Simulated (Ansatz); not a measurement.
Steps of a relaxation of C$_{3}$H$_{9}$FSi (`FCCC[SiH3]`) with RKS PBE-D4/def2-SVP.

```sh
$ ansatz run in.yaml --threads 4 --pin off --events-out ev --progress --plain --max-ram 10444MiB
```

```yaml
crystal:
  periodic: [false, false, false]
  atoms:
    - {symbol: F, position_ang: [-2.164200, 1.305700, 0.401100]}
    - {symbol: C, position_ang: [-0.958100, 1.628900, 0.818900]}
    - {symbol: C, position_ang: [-0.147700, 0.367100, 0.750200]}
    - {symbol: C, position_ang: [0.097000, -0.145600, -0.674800]}
    - {symbol: Si, position_ang: [1.026900, -1.729500, -0.876500]}
    - {symbol: H, position_ang: [-1.026700, 2.021800, 1.843600]}
    - {symbol: H, position_ang: [-0.516200, 2.422600, 0.187100]}
    - {symbol: H, position_ang: [-0.551600, -0.383500, 1.382500]}
    - {symbol: H, position_ang: [0.878300, 0.587700, 1.232800]}
    - {symbol: H, position_ang: [-0.973200, -0.337700, -1.062700]}
    - {symbol: H, position_ang: [0.471800, 0.622100, -1.271700]}
    - {symbol: H, position_ang: [0.429500, -2.813400, -0.055800]}
    - {symbol: H, position_ang: [2.356000, -1.467100, -0.375800]}
    - {symbol: H, position_ang: [1.065200, -2.108400, -2.270100]}
basis:
  gaussian: {orbitals: def2-SVP}
hamiltonian: {xc: pbe, dispersion: d4}
relax: {f_tol: 0.03, max_steps: 200}
```

Positions (Å) and forces (eV/Å) along the path, 5 of 5 steps:

```xyz
14
step=1 energy=-13833.4912 eV
F    -2.164    1.306    0.401   -3.301   -0.154   -1.163
C    -0.958    1.629    0.819    1.864   -0.030    0.612
C    -0.148    0.367    0.750    3.586    1.157   -0.057
C     0.097   -0.146   -0.675   -3.497   -1.400    1.259
Si    1.027   -1.730   -0.876   -0.378    0.080    0.629
H    -1.027    2.022    1.844    0.131    0.165    0.548
H    -0.516    2.423    0.187    0.129    0.246   -0.243
H    -0.552   -0.384    1.383   -0.952   -1.214    0.941
H     0.878    0.588    1.233   -0.862   -0.137   -0.384
H    -0.973   -0.338   -1.063    1.043    0.143    0.018
H     0.472    0.622   -1.272    1.107    1.832   -1.547
H     0.429   -2.813   -0.056   -0.197   -0.292    0.150
H     2.356   -1.467   -0.376    1.261   -0.019    0.331
H     1.065   -2.108   -2.270    0.065   -0.376   -1.096
14
step=2 energy=-13833.9562 eV
F    -2.226    1.345    0.385   -0.982   -0.105   -0.377
C    -0.972    1.621    0.829    0.989    0.297    0.470
C    -0.107    0.380    0.759    0.747    0.158   -0.177
C     0.037   -0.140   -0.684   -0.893   -0.198    0.396
Si    1.040   -1.714   -0.852   -0.085   -0.191    0.067
H    -1.023    2.003    1.871   -0.079    0.012    0.135
H    -0.520    2.431    0.212   -0.077    0.047   -0.114
H    -0.545   -0.393    1.402   -0.259   -0.369    0.276
H     0.901    0.601    1.217   -0.434    0.003   -0.279
H    -0.991   -0.329   -1.107    0.446    0.044    0.217
H     0.462    0.646   -1.311    0.356    0.441   -0.436
H     0.413   -2.816   -0.050   -0.039   -0.074    0.071
H     2.437   -1.526   -0.366    0.267    0.058    0.101
H     1.083   -2.139   -2.275    0.042   -0.122   -0.351
14
step=3 energy=-13834.0109 eV
F    -2.252    1.375    0.388   -0.246   -0.036   -0.082
C    -0.977    1.636    0.850    0.376    0.111    0.082
C    -0.107    0.390    0.753   -0.032   -0.134   -0.047
C     0.037   -0.142   -0.685   -0.055    0.185    0.070
Si    1.040   -1.735   -0.861    0.076   -0.105    0.033
H    -1.038    1.997    1.904   -0.039   -0.057   -0.043
H    -0.537    2.461    0.238   -0.059   -0.027   -0.004
H    -0.548   -0.396    1.407    0.020    0.023   -0.016
H     0.888    0.628    1.184    0.050    0.033    0.034
H    -0.975   -0.330   -1.099   -0.069   -0.003   -0.039
H     0.490    0.639   -1.337    0.007   -0.036    0.007
H     0.414   -2.837   -0.044    0.005    0.009   -0.016
H     2.452   -1.539   -0.368   -0.016    0.009   -0.004
H     1.100   -2.179   -2.300   -0.018    0.028    0.024
14
step=4 energy=-13834.0147 eV
F    -2.249    1.362    0.375    0.028    0.018    0.004
C    -0.970    1.634    0.851   -0.047   -0.033   -0.014
C    -0.096    0.392    0.748    0.002    0.013    0.000
C     0.034   -0.135   -0.687   -0.017   -0.016   -0.035
Si    1.034   -1.738   -0.855    0.002    0.013    0.002
H    -1.054    1.974    1.906   -0.002    0.008    0.041
H    -0.546    2.472    0.251    0.009   -0.003   -0.030
H    -0.528   -0.393    1.407    0.006   -0.003    0.000
H     0.902    0.638    1.173    0.005    0.003    0.006
H    -0.981   -0.318   -1.102    0.028    0.017    0.012
H     0.500    0.635   -1.344   -0.008   -0.006    0.011
H     0.404   -2.836   -0.040   -0.004   -0.012    0.008
H     2.444   -1.538   -0.359    0.000    0.001    0.004
H     1.093   -2.178   -2.293   -0.002    0.000   -0.009
14
step=5 energy=-13834.0149 eV
F    -2.251    1.357    0.379   -0.002    0.003   -0.002
C    -0.972    1.632    0.851    0.002    0.000    0.004
C    -0.094    0.393    0.748   -0.001   -0.002    0.002
C     0.036   -0.134   -0.687    0.000   -0.001    0.000
Si    1.033   -1.739   -0.855    0.002   -0.001    0.001
H    -1.054    1.977    1.906    0.000   -0.003    0.003
H    -0.550    2.467    0.244   -0.001   -0.005   -0.008
H    -0.522   -0.393    1.408    0.002    0.002    0.001
H     0.903    0.643    1.172    0.001    0.001    0.001
H    -0.979   -0.312   -1.103   -0.004    0.002    0.000
H     0.504    0.635   -1.342    0.003    0.004   -0.002
H     0.399   -2.839   -0.043   -0.001    0.000    0.000
H     2.441   -1.542   -0.355   -0.001    0.000   -0.001
H     1.093   -2.175   -2.294    0.001    0.000    0.000
```

Run time 7.5 s (4 threads of an Arm Neoverse V2 on a shared host); peak host memory 0.15 GiB.
